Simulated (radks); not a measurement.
The numbers below are computed, except where a source is named.
How relativity changes the ionisation of the chromium ion Cr2+ ([Ar] 3d4) to Cr3+ ([Ar] 3d3). Spin-unpolarised spherical Kohn-Sham, PBE, point nucleus unless stated (finite: rms radius 3.6452 fm), a radial shooting solver on a logarithmic mesh with Libxc functionals. A level marked "c x" has the speed of light scaled by that factor and shares open shells by 2j + 1; other Dirac levels either fill j = l - 1/2 first or share by 2j + 1.

| level | E(Cr2+) (hartree) | E(Cr3+) (hartree) | IE (eV) | HOMO | <r> HOMO (bohr) |
|---|---|---|---|---|---|
| non-rel. | -1043.18795 | -1042.05121 | 30.932 | 3d | 1.222 |
| scalar-rel. | -1049.68443 | -1048.55445 | 30.748 | 3d | 1.228 |
| scalar-rel., finite nucleus | -1049.68168 | -1048.55170 | 30.748 | 3d | 1.228 |
| Dirac, 2j+1 shares | -1049.69965 | -1048.56969 | 30.748 | 3d5/2 | 1.230 |
| Dirac, low j first | -1049.70800 | -1048.57698 | 30.777 | 3d3/2 | 1.226 |
| Dirac, 2j+1 shares, finite nucleus | -1049.69690 | -1048.56694 | 30.748 | 3d5/2 | 1.230 |
| Dirac, c x 0.85 | -1052.25379 | -1051.12641 | 30.677 | 3d5/2 | 1.233 |
| Dirac, c x 1.25 | -1047.33276 | -1046.20037 | 30.814 | 3d5/2 | 1.227 |
| Dirac, c x 5 | -1043.44468 | -1042.30822 | 30.925 | 3d5/2 | 1.222 |

NIST Atomic Spectra Database: 30.96 eV (measured). The relativistic part of the total energy of Cr2+ is -6.509 hartree (Dirac, 2j+1 shares, finite nucleus), 0.62 % of the non-relativistic value. Spin polarisation and multiplet splitting of open shells are left out at every level.

Beside tabulated values, note that spin-unpolarised runs miss the spin-polarisation part of the exchange energy of open shells.
